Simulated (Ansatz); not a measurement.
Cost and result up the ladder for dibenzo[a,e]pentalene (C₁₆H₁₀) (26 atoms). Charge 0, multiplicity 1. Geometry: PBE-D4/def2-SVP.

Ansatz on 4 threads of Arm Neoverse V1 on a shared host. Times are rough, and most runs start from the orbitals of an earlier one. PBE0-D4/def2-TZVP serves as the yardstick here, not as an exact answer. Differences are given only for rows in sets of like size (and for xTB, whose basis is part of the method), since another set adds its own error. Binding counts from free atoms at the same level (C triplet, H doublet; other spins of the atoms weren't run), without zero-point energy or a counterpoise term.

B3LYP takes the VWN-RPA correlation. Correlated methods freeze 16 core orbitals. The rows differ in basis, and correlated rows in double-zeta sets carry the largest basis error.

Run but left out: HF/6-31G (restricted singlet, unstable in another Hartree–Fock run and untested here).

Correlated methods converge slowly with the basis, most of all in double-zeta sets.

```
                            level  functions  binding energy per atom (eV)  difference from PBE0-D4/def2-TZVP (eV)                  remarks
                   B3LYP-D4/6-31G        164                          5.36                                       –                        –
                  PBE-D4/def2-SVP        274                          5.78                                       –                        –
                 PBE-D4/def2-TZVP        556                          5.69                                    0.13                        –
                 PBE0-D4/def2-SVP        274                          5.66                                       –                        –
r2SCAN-D4/def2-TZVP (with forces)        556                          5.49                                   -0.07                        –
                     MP2/def2-SVP        274                          5.42                                       –  restricted SCF unstable
  PBE0-D4/def2-TZVP (with forces)        556                          5.56                                    0.00                        –
```

Question: Estimate how long each takes.

Answer: PBE-D4/def2-SVP 6 s; B3LYP-D4/6-31G 6 s; PBE0-D4/def2-SVP 13 s; PBE-D4/def2-TZVP 16 s; MP2/def2-SVP 19 s; r2SCAN-D4/def2-TZVP (with forces) 37 s; PBE0-D4/def2-TZVP (with forces) 79 s. On shared hardware such times vary by a factor of up to 3.
